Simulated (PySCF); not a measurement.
Be(I)(Et) (C2H5BeI), SMILES C[CH2][Be][I]. Atoms are numbered in the order given.

```xyz
9

Be     0.3554     1.0324     0.0000
I     -0.0365    -1.1226     0.0000
C      0.6600     2.6877     0.0000
C     -0.5636     3.6284     0.0000
H      1.3087     2.9148    -0.8798
H      1.3087     2.9148     0.8798
H     -1.2066     3.4711     0.8908
H     -1.2066     3.4711    -0.8908
H     -0.2693     4.6996     0.0000
```
Charge 0, spin multiplicity 1.

Geometry optimised at PBE-D3(BJ)/def2-SVP. The def2 effective core potentials stand for the cores of I; spin–orbit coupling is left out. The values are those of a single conformer.

These are PBE-D3(BJ)/def2-SVP in PySCF values and carry that method's errors.

Frequencies are harmonic and unscaled.

Problem. Estimate the vibrational spectrum. (The exact figures need the calculation; the answer reports its results.)

Solution. 
| mode | ν (cm⁻¹) | IR (km/mol) | Raman (Å⁴/amu) | depolarisation | moving atoms (share of kinetic energy) |
|---|---|---|---|---|---|
| 1 | 86 | 0.5 | 1.4 | 0.72 | C 47 %, Be 23 %, H 22 % |
| 2 | 136 | 1.1 | 0.6 | 0.75 | H 61 %, Be 36 % |
| 3 | 259 | 3.7 | 1.8 | 0.75 | H 58 %, Be 36 % |
| 4 | 290 | 9.5 | 10.0 | 0.21 | C 39 %, Be 36 %, I 14 %, H 12 % |
| 5 | 397 | 20.8 | 8.3 | 0.36 | Be 43 %, C 39 %, H 14 % |
| 6 | 586 | 40.9 | 4.4 | 0.75 | H 66 %, C 21 %, Be 12 % |
| 7 | 894 | 2.4 | 0.6 | 0.75 | H 91 % |
| 8 | 926 | 27.2 | 0.7 | 0.11 | H 80 %, C 16 % |
| 9 | 940 | 66.3 | 4.6 | 0.52 | Be 44 %, C 36 %, H 19 % |
| 10 | 1032 | 116.7 | 4.3 | 0.30 | C 42 %, H 33 %, Be 25 % |
| 11 | 1195 | 3.0 | 2.0 | 0.75 | H 78 %, C 22 % |
| 12 | 1205 | 45.1 | 2.4 | 0.01 | C 45 %, H 44 %, Be 11 % |
| 13 | 1344 | 7.3 | 5.3 | 0.75 | H 84 %, C 16 % |
| 14 | 1360 | 3.1 | 13.9 | 0.74 | H 91 %, C 9 % |
| 15 | 1424 | 4.6 | 15.1 | 0.74 | H 96 % |
| 16 | 1434 | 5.5 | 21.0 | 0.75 | H 97 % |
| 17 | 2931 | 14.2 | 122.0 | 0.13 | H 95 % |
| 18 | 2958 | 44.8 | 176.4 | 0.03 | H 97 % |
| 19 | 2973 | 6.8 | 113.7 | 0.75 | H 91 %, C 9 % |
| 20 | 3035 | 22.8 | 128.4 | 0.69 | H 91 %, C 9 % |
| 21 | 3047 | 22.8 | 47.9 | 0.75 | H 91 %, C 9 % |
